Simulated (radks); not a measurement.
The numbers below are computed, except where a source is named.
Ionisation of the holmium ion Ho3+, [Xe] 4f10, to [Xe] 4f9 as the strength of local exchange is varied. Level of theory: scalar-relativistic Kohn-Sham, Slater X-alpha exchange (alpha = 2/3 is LDA exchange), no correlation, spin-polarised, spherical densities, finite nucleus; open shells are filled with parallel spins first (spin-orbit coupling, left out, can overturn this in heavy ions); Fermi nuclear charge, rms radius 5.2022 fm (a radial shooting solver on a logarithmic mesh with Libxc functionals).

alpha  E(Ho3+) (hartree)  exchange (hartree)  IE (eV)  -e of the level emptied (eV)  <r> of it (bohr)
0.564        -12559.6440           -214.6327   38.437                   28.970 (4f)            0.8165
0.593        -12570.7303           -225.8798   39.272                   29.731 (4f)            0.8118
0.667        -12599.0666           -254.6717   41.448                   31.727 (4f)            0.8003
0.873        -12678.3025           -335.5184   47.851                   37.666 (4f)            0.7713
1.044        -12744.4699           -403.4033   53.537                   42.999 (4f)            0.7499

NIST Atomic Spectra Database: 42.5 eV (semi-empirical). The Delta-SCF value meets it near alpha = 0.70. Open shells are spherical and high-spin; term and fine-structure splittings are not resolved. Spin-orbit splitting is averaged out at the scalar-relativistic level. No tabulated value is given for the 4+ ions of Nd, Pm and Eu to Yb, where it belongs to another shell than the one emptied here.
